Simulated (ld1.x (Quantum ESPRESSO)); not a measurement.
u(r) = r·R(r): atom against pseudo-atom (Au (Z = 79))

Columns: radius, all-electron u(r) and pseudo u(r) of the 6p shell (level -0.77 eV) of gold in the configuration [Xe] 4f14 5d10 6s1 6p0; PBE, scalar-relativistic, TM scheme, ld1.x (Quantum ESPRESSO) 7.5.

```json
{"r (bohr)": "0.150", "all-electron": "-0.0642", "pseudo": "0.0014"}
{"r (bohr)": "0.300", "all-electron": "0.0912", "pseudo": "0.0055"}
{"r (bohr)": "0.450", "all-electron": "0.0461", "pseudo": "0.0125"}
{"r (bohr)": "0.600", "all-electron": "-0.0792", "pseudo": "0.0226"}
{"r (bohr)": "0.750", "all-electron": "-0.1536", "pseudo": "0.0359"}
{"r (bohr)": "0.900", "all-electron": "-0.1609", "pseudo": "0.0527"}
{"r (bohr)": "1.050", "all-electron": "-0.1217", "pseudo": "0.0732"}
{"r (bohr)": "1.200", "all-electron": "-0.0585", "pseudo": "0.0977"}
{"r (bohr)": "1.350", "all-electron": "0.0130", "pseudo": "0.1262"}
{"r (bohr)": "1.500", "all-electron": "0.0836", "pseudo": "0.1583"}
{"r (bohr)": "1.650", "all-electron": "0.1489", "pseudo": "0.1933"}
{"r (bohr)": "1.800", "all-electron": "0.2069", "pseudo": "0.2302"}
{"r (bohr)": "1.950", "all-electron": "0.2572", "pseudo": "0.2675"}
{"r (bohr)": "2.100", "all-electron": "0.3001", "pseudo": "0.3035"}
{"r (bohr)": "2.250", "all-electron": "0.3361", "pseudo": "0.3366"}
{"r (bohr)": "2.400", "all-electron": "0.3659", "pseudo": "0.3657"}
{"r (bohr)": "2.550", "all-electron": "0.3903", "pseudo": "0.3901"}
{"r (bohr)": "2.700", "all-electron": "0.4099", "pseudo": "0.4099"}
{"r (bohr)": "2.850", "all-electron": "0.4253", "pseudo": "0.4253"}
{"r (bohr)": "3.000", "all-electron": "0.4371", "pseudo": "0.4371"}
{"r (bohr)": "3.150", "all-electron": "0.4458", "pseudo": "0.4458"}
{"r (bohr)": "3.300", "all-electron": "0.4517", "pseudo": "0.4517"}
{"r (bohr)": "3.450", "all-electron": "0.4553", "pseudo": "0.4553"}
{"r (bohr)": "3.600", "all-electron": "0.4570", "pseudo": "0.4570"}
{"r (bohr)": "3.750", "all-electron": "0.4568", "pseudo": "0.4568"}
{"r (bohr)": "3.900", "all-electron": "0.4553", "pseudo": "0.4553"}
```

**Question.** How many radial nodes do the two functions have?

**Answer.** The all-electron 6p function has n − l − 1 = 4 (the table is too coarse to show those close to the nucleus); the pseudo-wave has 0, since the states of the same l below it are removed with the core.

**Question.** At about which radius was the pseudo-wave matched?

**Answer.** 3.00 bohr. The columns agree to 0.0005 from 2.40 bohr on; several derivatives are matched, so the curves merge somewhat inside the radius.

**Question.** Is the pseudo-wave norm-conserving?

**Answer.** Yes: the TM scheme keeps the norm inside the radius equal to the all-electron one, which fixes the energy derivative of the logarithmic derivative at the level.
